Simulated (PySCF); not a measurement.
Input for PySCF: R-HF/3-21G on C2H7ClO (a complex), monomers drawn apart or pushed together.

```python
from pyscf import gto, scf, dft, mp
from pyscf.data.elements import chemcore

mol = gto.M(
    atom='''
    C    -0.52141351   -0.45723633   -0.31723253
    O     0.13506184    0.73318891    0.09352911
    H     0.16233157   -1.15025171   -0.81906902
    H    -1.29800949   -0.16694498   -1.02376065
    H    -0.99145332   -0.97866530    0.52415896
    H     0.79730805    0.49673211    0.75477894
    C    -0.17954021    1.06221403    5.30719019
    Cl    1.29916694    0.03939332    5.17799993
    H     0.05836368    1.91276628    5.93807941
    H    -0.44581883    1.37872756    4.30334699
    H    -0.96380998    0.45859164    5.75301243
    ''',
    basis='3-21g',
    charge=0, spin=0, verbose=3, max_memory=1800)
mf = scf.RHF(mol)
mf.conv_tol = 1e-8
mf.max_cycle = 100
mf.kernel()
if not mf.converged:
    mf = mf.newton().run(mf.mo_coeff, mf.mo_occ)
```

Program output:

```
converged SCF energy = -611.084962137293
```

Self-consistency was reached.

Cost: roughly 0.22 core-seconds.
